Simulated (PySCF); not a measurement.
How methods differ on the ionisation energy of Se²⁺

Se²⁺ [Ar] 3d10 4s2 4p2 (3P) → Se³⁺ [Ar] 3d10 4s2 4p1 (2P), as a difference of total energies. Calculation: PySCF 2.14, in x2c-TZVPPall with one added diffuse shell each of s, p, d type (7s6p5d1f, 57 functions); scalar relativity by spin-free X2C-1e. Correlated levels: valence: [Ar] 3d10 frozen. The calculations carry no spin-orbit coupling.

```json
{"method": "UHF", "ionisation energy (eV)": "30.991"}
{"method": "MP2 (valence)", "ionisation energy (eV)": "31.384"}
{"method": "SCS-MP2 (valence)", "ionisation energy (eV)": "31.308"}
{"method": "CCSD (valence)", "ionisation energy (eV)": "31.418"}
{"method": "CCSD(T) (valence)", "ionisation energy (eV)": "31.440"}
```

Question: How much does correlation contribute at CCSD(T) (valence)?

Answer: 31.440 − (30.991) = 0.449 eV, measured against UHF.

A first-order spin-orbit estimate (lowest level to lowest level, LS coupling) adds -0.041 eV.

Errors of the correlated levels include the incompleteness of this basis and the frozen core.

For comparison: 31.697 ± 0.019 eV (measured; NIST Atomic Spectra Database, ionization energies).
